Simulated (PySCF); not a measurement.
Gas-phase reaction: 3 SnO + 3 F2O ⇌ 3 SnF2 + 2 O3

Energies from PySCF, thermal terms from the rigid-rotor harmonic-oscillator model, ideal gas at 1 bar. † marks an energy on the PBE0/def2-TZVP geometry and frequencies; other levels use their own. MP2 and CCSD(T) freeze the core. All species are closed-shell singlets. Sn: scalar-relativistic def2 core potential, no spin-orbit coupling. MP2 isn't extrapolated to the basis-set limit; its ΔH°(298 K) is -1451.9 kJ in def2-SVP and -1448.0 kJ in def2-TZVPP. CCSD(T) isn't extrapolated to the basis-set limit; its ΔH°(298 K) is -1360.5 kJ in def2-SVP and -1363.6 kJ in def2-TZVPP. The harmonic model lacks anharmonicity and excited electronic states, which grow with temperature; levels with a mode under 35 cm⁻¹ are left out. Strong static correlation: O3. Warning, large T1 diagnostic: O3, SnO (CCSD(T)/def2-SVP†, CCSD(T)/def2-TZVPP†).

```csv
level,"ΔE electronic, kJ","ΔH°(298 K), kJ","ΔS°(298 K), J/K","ΔG°(1600 K), kJ"
CCSD(T)/def2-SVP†,-1364,-1361,-112,-1186
CCSD(T)/def2-TZVPP†,-1367,-1364,-112,-1189
MP2/def2-SVP†,-1455,-1452,-112,-1277
MP2/def2-TZVPP†,-1451,-1448,-112,-1273
PBE0/def2-QZVP†,-1424,-1420,-112,-1245
PBE0/def2-SVP†,-1400,-1397,-112,-1222
PBE0/def2-TZVP,-1409,-1406,-112,-1231
r2SCAN/def2-TZVP†,-1414,-1411,-112,-1236
ωB97M-V/def2-TZVP†,-1400,-1396,-112,-1221
ωB97X-V/def2-TZVP†,-1416,-1413,-112,-1238
```
ΔH° is lowest at MP2/def2-SVP† and highest at CCSD(T)/def2-SVP†. No reference value is set beside these.
